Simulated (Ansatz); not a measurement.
## Worked example: GeH3Cl + SiH3I → SiH3(GeH3) + ICl

Species: GeH3Cl (chlorogermane) `[Cl][GeH3]`, singlet; SiH3I `[SiH3]I`, singlet; SiH3(GeH3), singlet; ICl (iodine monochloride), singlet. The partners trade Cl for SiH3: Ge–Cl and I–SiH3 bonds give way to Ge–SiH3 and I–Cl.

Shapes, held fixed at every level: PBE0-D4/def2-TZVP. Programs: Ansatz 0.2.0. The zero-point and thermal change to 298 K, harmonic and unscaled (PBE0-D4/def2-TZVP), is -2.0 kJ/mol.

At CCSD(T)/def2-TZVPP; 1 Eh = 2625.50 kJ/mol:

| species | energy (Eh) |
| --- | --- |
| GeH3Cl | -2537.162724 |
| SiH3I | -588.021398 |
| SiH3(GeH3) | -2368.247189 |
| ICl | -756.856014 |

Q: Work out ΔH(298 K) of the reaction at this level.

A: 
1. Products less reactants: (-2368.247189) + (-756.856014) − [(-2537.162724) + (-588.021398)] = 0.080919 Eh = +212.5 kJ/mol.
2. With the thermal change: +212.5 + (-2.0) = +210.5 kJ/mol.

Other levels give +187.6 (SPW92/def2-TZVPP) to +229.7 kJ/mol (MP2/def2-TZVPP). No measured value is set beside it here. For atoms past krypton def2 sets carry core potentials with scalar relativity. Relativity is left out for Ge. Outer-core shells of Ge, I are correlated in most correlated rows, in sets that cover them unevenly.
